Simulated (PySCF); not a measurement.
Ti(Cl)2(O) cation (Cl₂OTi), SMILES [O]=[Ti]([Cl])[Cl] (connectivity only; charge and spin as stated), charge +1, multiplicity 2. The structure is a stationary point at PBE-D3(BJ)/def2-SVP. The spin state was assumed, not searched. The isomer is the one that the SMILES or the coordinates give; other isomers of the formula were not compared.

Level of theory: PBE-D3(BJ)/def2-SVP in PySCF.

Harmonic wavenumbers (cm⁻¹): 143, 156, 192, 314, 402, 1120. Rotational constants (GHz): 3.184, 3.069, 1.764; symmetry number 1.

**Question.** Work out the zero-point energy and the ideal-gas rigid-rotor harmonic-oscillator thermochemistry at 298.15 K and 1 atm.

**Answer.** ZPE = ½ Σ hcν = ½ × 2327 cm⁻¹ = 13.92 kJ/mol. H − E(el) = 30.65 kJ/mol. Entropy in J/(mol K): translation 169.90, rotation 114.33, vibration 41.50, spin 5.76, total 331.49. G − E(el) = -68.19 kJ/mol. Cp = 71.05 J/(mol K). Modes under 150 cm⁻¹ make the vibrational entropy uncertain.
